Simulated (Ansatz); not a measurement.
Zr(NH2)F3 (ZrNF₃H₂). The state is a singlet with charge 0. Geometry r2SCAN-D4/def2-SVP, basis def2-TZVP, Ansatz.

```
run  HOMO (eV)  LUMO (eV)
  A     -10.56       0.45
  B      -7.96      -1.41
  C      -8.20      -1.14
  D      -7.60      -1.51
  E      -9.56      -0.17
  F      -7.79      -1.52
```

In the def2 sets Zr takes a core potential; there is no spin–orbit coupling. B3LYP takes the VWN-RPA correlation. HSE06 is defined as in plane-wave codes, on full-range PBE exchange.

**Question.** The runs used B3LYP, BHLYP, HSE06, PBE0, r2SCANh, ωB97M-V. Estimate which is which.

**Answer.** A ωB97M-V (range-separated); B B3LYP (20 % exact exchange); C PBE0 (25 % exact exchange); D r2SCANh (10 % exact exchange); E BHLYP (50 % exact exchange); F HSE06 (range-separated). Exact exchange lowers occupied and raises empty levels; among semilocal functionals meta-GGAs tend to open the gap a little, and such runs are hard to tell apart. The gap grows from 6.10 eV (r2SCANh) to 11.00 eV (ωB97M-V).
